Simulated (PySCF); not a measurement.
C₂H₇OSi, SMILES C[SiH](C)[O], multiplicity 2.

Coordinates come from a B3LYP-D3(BJ)/def2-SVP optimisation. The isomer is the one that the SMILES or the coordinates give; other isomers of the formula were not compared.

Calculation: TDA-B3LYP/def2-SVPD run with PySCF.

Vertical excitations. 

Computed excitation energies, oscillator strengths and character:
```csv
state,energy (eV),λ (nm),f,main pairs
root 1,0.39,3179,0.000,β HOMO→LUMO 87 %
root 2,2.16,574,0.001,"β HOMO−3→LUMO 67 %, β HOMO−2→LUMO 22 %"
root 3,3.32,373,0.008,"β HOMO−2→LUMO 64 %, β HOMO−3→LUMO 14 %, β HOMO→LUMO 12 %, β HOMO−1→LUMO 10 %"
root 4,3.51,353,0.057,"β HOMO−1→LUMO 81 %, β HOMO−3→LUMO 13 %"
root 5,5.30,234,0.002,β HOMO−4→LUMO 97 %
root 6,5.41,229,0.023,β HOMO−5→LUMO 96 %
root 7,5.69,218,0.007,β HOMO−6→LUMO 89 %
root 8,5.82,213,0.006,β HOMO−7→LUMO 91 %
root 9,7.12,174,0.019,β HOMO−8→LUMO 96 %
root 10,7.35,169,0.008,"β HOMO→LUMO+1 61 %, β HOMO→LUMO+2 22 %"
```
Unrestricted roots are not spin-pure.
